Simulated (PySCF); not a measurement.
Heteronuclear NMR

Structure with atom numbers: `[CH3:1]/[C:2]([CH:3]=[O:4])=[CH:5]/[CH:6]=[CH:7]\[SiH2:8][C:9]#[N:10]` (H(Xn): hydrogen on atom n).

Fast rotation and ring inversion assumed for equivalent nuclei, gas phase, one conformer, no relativistic terms. GFN2-xTB structure; GIAO PBE0/pcSseg-1 shieldings; PySCF 2.14.0 with density-fitted response routines.

(1) Where does 29Si resonate?

(2) What are the 15N shifts?

(3) Predict the 17O NMR data.

## Answers

(1) 
| atoms | environment | σ (ppm) | δ (ppm) |
| --- | --- | --- | --- |
| Si8 | silicon bonded to 2 C, 2 H | 434.4 | -77.1 |

Shieldings were converted by a linear fit to measured shifts: 29Si: δ = 279.94 − 0.822σ (rms 8.9 ppm, 72 shifts, 25.8 ppm with the 6 outliers that the fit left out vs TMS, solution or neat liquid). Occasional misses reach two or three times the rms, and more in compound classes unlike the fitted ones.

On a 300 MHz spectrometer 29Si resonates near 59.6 MHz, so 1 ppm is 59.6 Hz.

(2) 
| atoms | environment | σ (ppm) | δ (ppm) |
| --- | --- | --- | --- |
| N10 | nitrile nitrogen | -100.7 | -55.3 |

Shieldings were converted by a linear fit to measured shifts: 15N (scatter 6.3 ppm rms vs CH3NO2, solution or neat liquid). A few per cent of atoms miss by over 2 rms, more outside the fitted compound classes.

On a 300 MHz spectrometer 15N resonates near 30.4 MHz, so 1 ppm is 30.4 Hz.

(3) 
```
atoms      environment  σ (ppm)  δ (ppm)
   O4  aldehyde oxygen   -374.7    608.0
```

Shieldings were converted by a linear fit to measured shifts: 17O: δ = 266.70 − 0.911σ (rms 10.7 ppm, 155 shifts, 12.2 ppm with the 3 outliers that the fit left out vs liquid water, solution or neat liquid). Occasional misses reach two or three times the rms, and more in compound classes unlike the fitted ones.

On a 300 MHz spectrometer 17O resonates near 40.7 MHz, so 1 ppm is 40.7 Hz.
